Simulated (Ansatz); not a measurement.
`[OH][GaH][F]` and `[OH][Ga]([OH])[F]` differ in one atom or group.

Ansatz, PBE0-D4/def2-TZVP geometries, multiplicity 1. Each molecule was computed in one conformer, which needn't be the lowest.

Scalar relativity is left out up to krypton.

```
                                      property  `[OH][GaH][F]`
         HOMO energy (ωB97M-V/def2-TZVPP) / eV          -11.72
         LUMO energy (ωB97M-V/def2-TZVPP) / eV            0.74
            HOMO energy (PBE0/def2-TZVPP) / eV           -9.37
size of the dipole moment (PBE/def2-TZVPP) / D            3.20
             LUMO energy (PBE/def2-TZVPP) / eV           -1.73
           HOMO–LUMO gap (PBE/def2-TZVPP) / eV            5.96
```

**Question.** Give the same properties after the change, and the shifts. (Best estimate.)

**Answer.** Computed: 
```tsv
property	`[OH][Ga]([OH])[F]`	shift
HOMO energy (ωB97M-V/def2-TZVPP) / eV	-11.83	-0.11
LUMO energy (ωB97M-V/def2-TZVPP) / eV	0.53	-0.21
HOMO energy (PBE0/def2-TZVPP) / eV	-9.34	0.03
size of the dipole moment (PBE/def2-TZVPP) / D	1.89	-1.31
LUMO energy (PBE/def2-TZVPP) / eV	-2.27	-0.54
HOMO–LUMO gap (PBE/def2-TZVPP) / eV	5.33	-0.63
```

The zero-point energy changes by 18.4 kJ/mol with +3 modes. Dipoles are sizes alone; their direction can turn.
